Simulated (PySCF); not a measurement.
Si(F)3(Et) (C2H5F3Si), SMILES F[Si](F)(CC)F. Heavy atoms are numbered as in [CH3:1][CH2:2][Si:3]([F:4])([F:5])[F:6]. Hydrogens are named by the atom that carries them.

Coordinates come from a B3LYP-D3(BJ)/def2-SVP optimisation. The values are those of a single conformer.

Level of theory: KT2/pcSseg-1 (PySCF).

GIAO shieldings, no solvent; atoms alike by connectivity are averaged. δ = σ(ref) − σ: ¹³C against TMS (σ = 185.1 ppm); ²⁹Si against TMS (σ = 361.9 ppm); ¹⁹F against CFCl3 (σ = 127.1 ppm); ¹H against TMS (σ = 31.47 ppm), references at their B3LYP-D3(BJ)/def2-TZVP geometries, non-relativistic.

| nucleus | atoms | count | δ (ppm) |
|---|---|---|---|
| ¹³C | C1 (CH3) | 1 | 9.9 |
| ¹³C | C2 (CH2) | 1 | 7.8 |
| ²⁹Si | Si3 | 1 | -40.3 |
| ¹⁹F | F4 | 3 | -175.5 |
| ¹H | H on C1 | 3 | 1.42 |
| ¹H | H on C2 | 2 | 1.13 |
